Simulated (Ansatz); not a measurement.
Stepwise reaction of `[Cl][GeH]([Cl])[Cl]` with water, as a gas-phase model of exchange steps in deposition or etching. ΔE in kJ/mol; ΔG adds harmonic PBE0-D4 terms to CCSD(T)/CBS, at 1 bar.

Computed with Ansatz on PBE0-D4/def2-TZVP structures; ΔE is electronic, products minus reactants. CBS: MP2 limit from def2 TZ/QZ plus the TZ coupled-cluster correction, frozen cores. This one scheme is used for every species. DFT in def2-TZVPP. B3LYP here is the variant with VWN-RPA as its local correlation; programs differ in this. For Ge outer-core shells are correlated without core-valence functions, which leaves a few kJ/mol of doubt a bond. Scalar relativity is left out up to krypton. Each species was taken in one conformer, which may not be the lowest.

```csv
step,reaction,PBE-D4,B3LYP-D4,ωB97M-V,CCSD(T)/CBS,ΔG(600 K)
2,`[OH][GeH]([Cl])[Cl]` + H₂O → `[OH][GeH]([OH])[Cl]` + HCl,37.0,34.6,33.8,33.7,28.2
3,`[OH][GeH]([OH])[Cl]` + H₂O → `[OH][GeH]([OH])[OH]` + HCl,42.2,38.8,37.9,37.3,30.9
```

Problem. Give the row of step 1, `[Cl][GeH]([Cl])[Cl]` + H₂O → `[OH][GeH]([Cl])[Cl]` + HCl. (Estimate.)

Solution. Computed: 
| step | reaction | PBE-D4 | B3LYP-D4 | ωB97M-V | CCSD(T)/CBS | ΔG(600 K) |
| --- | --- | --- | --- | --- | --- | --- |
| 1 | `[Cl][GeH]([Cl])[Cl]` + H₂O → `[OH][GeH]([Cl])[Cl]` + HCl | 31.6 | 29.5 | 28.9 | 30.0 | 19.9 |

Problem. By hand: ΔE of the 3 steps together at CCSD(T)/CBS.

Solution. (30.0) + (33.7) + (37.3) = 101.0 kJ/mol, or 33.7 kJ/mol a step.

In ΔE each step is higher than the one before. All are uphill at CCSD(T)/CBS. ΔG lies between 19.9 and 30.9 kJ/mol a step. PBE-D4 differs from CCSD(T)/CBS by 1.6 to 4.9 kJ/mol a step. Isolated molecules leave out the surface, adducts and barriers. Largest T1 diagnostic: 0.012.
